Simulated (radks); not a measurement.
Results of a calculation; reference values are marked as such.
Removal energies from the manganese ion Mn10+, [Ne] 3s2 3p3, by Delta-SCF beside the eigenvalue of the level emptied. Level of theory: scalar-relativistic Kohn-Sham, PBE, spin-polarised, spherical densities, finite nucleus; Fermi nuclear charge, rms radius of each element as measured or else 0.836 A^(1/3) + 0.57 fm (a radial shooting solver on a logarithmic mesh with Libxc functionals). Open shells are filled with parallel spins first.

| removed from | final configuration | Delta-SCF (eV) | -eigenvalue (eV) |
|---|---|---|---|
| 3p | [Ne] 3s2 3p2 | 284.36 | 270.02 |
| 3s | [Ne] 3s1 3p3 | 307.52 | 294.59 |
| 2p | [He] 2s2 2p5 3s2 3p3 | 923.12 | 883.67 |
| 2s | [He] 2s1 2p6 3s2 3p3 | 1031.2 | 996.59 |
